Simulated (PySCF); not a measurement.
**Vanadium: a sound run and one with changed settings**

Sound run: V [Ar] 3d3 4s2, V⁺ [Ar] 3d4. All numbers are calculated (PySCF 2.14, the spin-free X2C one-electron Hamiltonian (Gaussian nucleus), in x2c-TZVPall (6s5p4d1f, 48 functions)). In the sound run the correlated levels freeze [Ar]. The sound run starts from symmetry-adapted Hartree-Fock orbitals and uses a fine grid where one is needed.

Changed run: the non-relativistic Hamiltonian (point nucleus). This setting is unsound on purpose.

```tsv
species	method	sound run (hartree)	changed run (hartree)	converged
V	UHF	-948.13172	-941.39812	yes
V	PBE	-948.93410	-942.20433	yes
V	LDA	-946.95325	-940.22689	yes
V	MP2	-948.18226	-941.44790	yes
V⁺	UHF	-947.90607	-941.18542	yes
V⁺	PBE	-948.69895	-941.98350	yes
V⁺	LDA	-946.71476	-940.00321	yes
V⁺	MP2	-947.94376	-941.22272	yes
```

Ionisation energy of V:

| method | sound run (eV) | changed run (eV) |
| --- | --- | --- |
| UHF | 6.140 | 5.788 |
| PBE | 6.399 | 6.009 |
| LDA | 6.490 | 6.087 |
| MP2 | 6.490 | 6.128 |
| SCS-MP2 | 6.937 | 6.574 |

Most of the change in total energy is the relativistic energy itself. On top of that the contraction fixes the core shape for the Hamiltonian it was made with, so the changed run is not a good calculation with the other Hamiltonian either.

For comparison, NIST gives 6.746 eV between the lowest levels.
